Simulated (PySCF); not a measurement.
Species: C7H14OP (charge +1).
Geometry (GFN2-xTB, Å), atoms numbered from 1 in this order:
```xyz
23
C7H14OP angstrom
C      2.2690   -0.5494    1.1304
C      1.9130   -0.1580   -0.0875
C      2.8290    0.0994   -1.2380
P      0.1530    0.0993   -0.4307
C     -0.6255    1.3697    0.6062
C     -2.1555    1.2820    0.4315
O     -2.6510    0.0052    0.7297
C     -2.3549   -0.9706   -0.2321
C     -0.8691   -1.3840   -0.2057
H      1.5525   -0.7182    1.9192
H      3.3017   -0.7172    1.3865
H      2.7351    1.1301   -1.5812
H      3.8607   -0.0764   -0.9467
H      2.5875   -0.5557   -2.0756
H      0.0245    0.4993   -1.7489
H     -0.2535    2.3615    0.3396
H     -0.3609    1.1621    1.6482
H     -2.4383    1.5767   -0.5904
H     -2.6399    1.9606    1.1369
H     -2.6333   -0.6189   -1.2370
H     -2.9750   -1.8337    0.0196
H     -0.6497   -2.1204   -0.9820
H     -0.6241   -1.8164    0.7699
```

NICS = −σ at a ghost point: NICS(0) at the centroid of the ring atoms, NICS(1) 1 Å to either side along the normal of their mean plane, zz for the tensor component along that normal. Level: GIAO PBE0/pcSseg-1 (PySCF, non-relativistic, gas phase) on the GFN2-xTB geometry, one conformer.

Ring bond lengths (Å), with Mayer bond orders in brackets: P4–C5 1.815 (1.01), C5–C6 1.542 (0.99), C6–O7 1.402 (0.94), O7–C8 1.402 (0.94), C8–C9 1.542 (0.99), C9–P4 1.815 (1.01).

Task: Give the NICS values of each ring in ppm.

Result: 
```json
{"ring": "P4–C5–C6–O7–C8–C9", "type": "6-membered ring with O and P; formal bonds all single", "NICS(0)": "-2.5", "NICS(1), two faces": "-2.2 / -1.9", "NICS(1)zz, two faces": "2.3 / 3.5", "rms pucker (Å)": "0.24", "centre to ring atoms, mean (Å)": "1.52"}
```

Task: What do they say, and how far can they be read as aromaticity?

Result: 
- P4–C5–C6–O7–C8–C9: mean NICS(1)zz 2.9 ppm, near zero. P4, C5, C6, C8, C9 have four or more neighbours, so the value isn't read as a sign of a π ring current.
